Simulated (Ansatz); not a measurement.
Cost and result for the atomization energy of `[CH3][AlH][C](=N)O` (11 atoms, 10 bonds).

Z-matrix (Å, degrees):
```
C
Al 1 1.947
H 1 1.092 2 112.5
H 1 1.095 2 111.2 3 -120.8
H 1 1.096 2 111.2 3 120.7
C 2 1.993 1 114.5 3 179.4
H 2 1.584 1 124.2 3 -0.7
O 6 1.351 2 116.8 1 -179.8
N 6 1.272 2 125.3 1 0.2
H 8 0.972 6 106.6 2 -180.0
H 9 1.016 6 111.5 2 -0.0
```

Charge 0, multiplicity 1. All single points use the PBE0-D4/def2-TZVP geometry. It is one conformer, not always the lowest. Program: Ansatz. All runs use 4 threads of an Intel Xeon Platinum 8488C on a shared host. Times are those of one run each, without the atoms' runs, and a repeat can differ threefold. Electronic energies, without spin–orbit coupling; frozen cores. CCSD(T)/CBS adds CCSD(T) − MP2 in def2-TZVPP to the MP2 limit, and its time is that of the two runs behind it. T1 = 0.014. B3LYP takes the VWN-RPA correlation (the form of Gaussian; ORCA's B3LYP/G).

CCSD(T)/CBS is a level of theory with its own doubt, some kJ/mol a heavy atom from the limit and from the frozen cores, so smaller differences don't rank the functionals.

| level | functions | wall time | atomization (kJ/mol) | difference from CCSD(T)/CBS | per bond |
| --- | --- | --- | --- | --- | --- |
| PBE-D4/def2-TZVPP (with forces) | 250 | 2.3 s | 4132.8 | 106.7 | 10.7 |
| PBE0-D4/def2-TZVPP | 250 | 2.6 s | 4029.2 | 3.1 | 0.3 |
| r2SCAN-D4/def2-TZVPP (with forces) | 250 | 3.6 s | 4035.4 | 9.3 | 0.9 |
| B3LYP-D4/def2-TZVPP (with forces) | 250 | 4.1 s | 4032.8 | 6.7 | 0.7 |
| B2PLYP/def2-TZVPP | 250 | 5.5 s | 3987.0 | -39.1 | -3.9 |
| ωB97X-V/def2-TZVPP | 250 | 6 s | 4040.1 | 14.0 | 1.4 |
| ωB97M-V/def2-TZVPP (with forces) | 250 | 8 s | 4045.5 | 19.4 | 1.9 |
| MP2/def2-QZVPP | 478 | 27 s | 4052.4 | 26.3 | 2.6 |
| CCSD(T)/def2-TZVPP | 250 | 94 s | 3908.7 | -117.4 | -11.7 |
| CCSD(T)/CBS(def2) | – | 2 min | 4026.1 | 0.0 | 0.0 |

In def2-TZVPP, CCSD(T) changes the Hartree–Fock value by +1108.1 kJ/mol (the triples alone add +71.2 kJ/mol) and MP2 by +1182.1 kJ/mol; breaking electron pairs costs correlation energy, which Hartree–Fock lacks. From PBE to PBE0 (25 % exact exchange), in def2-TZVPP and without D4, the atomization energy moves by −100.7 kJ/mol: exact exchange takes away binding that semilocal exchange gives to molecules. The D4 term adds +30.4 kJ/mol with B3LYP and +16.0 kJ/mol with PBE0; it sums over pairs of atoms, weighted by their polarisabilities, and B3LYP, whose exchange is more repulsive, gets the larger term.
